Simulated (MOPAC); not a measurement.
A run for MOPAC: AM1 on BaIn, 2S+1 = 4, a spin state set in the input, which need not be the lowest, a point of a bond scan (R = 3.252 Å).

```
AM1 1SCF PRECISE CHARGE=0 UHF MS=1.5 THREADS=1
BaIn

In     0.00000000 1     0.00000000 1     0.00000000 1
Ba     0.00000000 1     0.00000000 1     3.25222300 1
```

The log:

```
*******************************************************************************
 **                                                                           **
 **                              MOPAC v23.2.5                                **
 **                                                                           **
 *******************************************************************************
 ** MOPAC's Digital Object Identifier: https://doi.org/10.5281/zenodo.6511958 **
 **                                                                           **
 ** Please cite the open-source release paper for use of this MOPAC version:  **
 ** J. E. Moussa and J. J. P. Stewart (2026)                                  **
 ** MOPAC: An open-source semiempirical molecular orbital program             **
 ** J. Open Source Softw., 11(119), 8025, https://doi.org/10.21105/joss.08025 **
 *******************************************************************************

                              AM1 CALCULATION RESULTS

 *******************************************************************************
 *  AM1        - The AM1 Hamiltonian to be used
 *  UHF        - UNRESTRICTED HARTREE-FOCK CALCULATION
 *
 *
 *
 *                 CHARGE ON SYSTEM = 0
 *
 *
 *
 *  MS=        - IN MECI, MAGNETIC COMPONENT OF SPIN =  1.5
 *  PRECISE    - TIGHTER CRITERIA TO BE USED
 *  1SCF       - DO 1 SCF AND THEN STOP
 *  THREADS=1  - MULTI-THREADING NOT USED
 *  T=         - A TIME OF 172800.0 SECONDS REQUESTED
 *  DUMP=N     - RESTART FILE WRITTEN EVERY 7200.0 SECONDS REQUESTED
 *******************************************************************************
AM1 1SCF PRECISE CHARGE=0 UHF MS=1.5 THREADS=1
 BaIn

   ATOM   CHEMICAL          X               Y               Z
  NUMBER   SYMBOL      (ANGSTROMS)     (ANGSTROMS)     (ANGSTROMS)

     1      In          0.00000000  *   0.00000000  *   0.00000000  *
     2      Ba          0.00000000  *   0.00000000  *   3.25222300  *



          CARTESIAN COORDINATES

    NO.       ATOM           X           Y           Z

     1        In          0.0000      0.0000      0.0000
     2        Ba          0.0000      0.0000      3.2522

 In: (AM1): J. J. P. STEWART, J. MOL. MOD., 10, 155-164 (2004)
 Ba: (AM1): J. J. P. STEWART, J. MOL. MOD., 10, 155-164 (2004)

           Empirical Formula: In Ba  =     2 atoms



      MOLECULAR POINT GROUP   :   C*v


          UHF CALCULATION, NO. OF ALPHA ELECTRONS =    4
                           NO. OF BETA  ELECTRONS =    1

 -------------------------------------------------------------------------------
 AM1 1SCF PRECISE CHARGE=0 UHF MS=1.5 THREADS=1
 BaIn



     1SCF WAS SPECIFIED, SO BFGS WAS NOT USED
     SCF FIELD WAS ACHIEVED


                              AM1 CALCULATION
                                                       MOPAC v23.2.5 Linux




          FINAL HEAT OF FORMATION =        -53.95536 KCAL/MOL =    -225.74923 KJ/MOL


          COSMO AREA              =        171.82 SQUARE ANGSTROMS
          COSMO VOLUME            =        202.72 CUBIC ANGSTROMS

          IONIZATION POTENTIAL    =          6.155405 EV
          ALPHA SOMO LUMO (EV)    =         -6.155 -1.702
          BETA  SOMO LUMO (EV)    =        -12.484 -2.265
          NO. OF ALPHA ELECTRONS  =          4
          NO. OF BETA  ELECTRONS  =          1
          MOLECULAR WEIGHT        =        252.1500         POINT GROUP:  C*v

          MOLECULAR DIMENSIONS (Angstroms)

            Atom       Atom       Distance
           Ba     2   In     1     3.25222
           Ba     2   In     1     0.00000
           In     1   Ba     2     0.00000


          SCF CALCULATIONS        =          1





   ATOM   CHEMICAL          X               Y               Z
  NUMBER   SYMBOL      (ANGSTROMS)     (ANGSTROMS)     (ANGSTROMS)

     1      In          0.00000000  *   0.00000000  *   0.00000000  *
     2      Ba          0.00000000  *   0.00000000  *   3.25222300  *

                             CARTESIAN COORDINATES

   1   In        0.000000000     0.000000000     0.000000000
   2   Ba        0.000000000     0.000000000     3.252223000


           Empirical Formula: In Ba  =     2 atoms



      MOLECULAR POINT GROUP   :   C*v


          ALPHA EIGENVALUES
 -14.17642  -7.56854  -6.15540  -6.15540  -1.70173   0.77065   0.77065   4.23445


           BETA EIGENVALUES
 -12.48406  -2.26502  -0.98050  -0.98050   0.10002   2.16016   2.16016   4.47619


              NET ATOMIC CHARGES AND DIPOLE CONTRIBUTIONS

  ATOM NO.   TYPE          CHARGE      No. of ELECS.   s-Pop       p-Pop
    1         In          -0.683510        3.6835     1.50544     2.17807
    2         Ba           0.683510        1.3165     0.50776     0.80873
 DIPOLE           X         Y         Z       TOTAL
 POINT-CHG.     0.000     0.000    10.677    10.677
 HYBRID         0.000     0.000     1.646     1.646
 SUM            0.000     0.000    12.324    12.324


          ATOMIC ORBITAL ELECTRON POPULATIONS

     Atom    s        px        py        pz
    1 In   1.50544   0.75472   0.75472   0.66863
    2 Ba   0.50776   0.24528   0.24528   0.31817


                    (SZ)    =    1.500000
                    (S**2)  =    3.756536


          ATOMIC ORBITAL SPIN POPULATIONS

    Atom   Total    s     px     py     pz
         Atomic
    1 In  2.2577  0.262  0.755  0.755  0.486
    2 Ba  0.7423  0.298  0.245  0.245 -0.046

 **********************
 *                    *
 * JOB ENDED NORMALLY *
 *                    *
 **********************




 == MOPAC DONE ==
```

The run finished.

Cost: about 0.03 core-seconds (a rough figure).
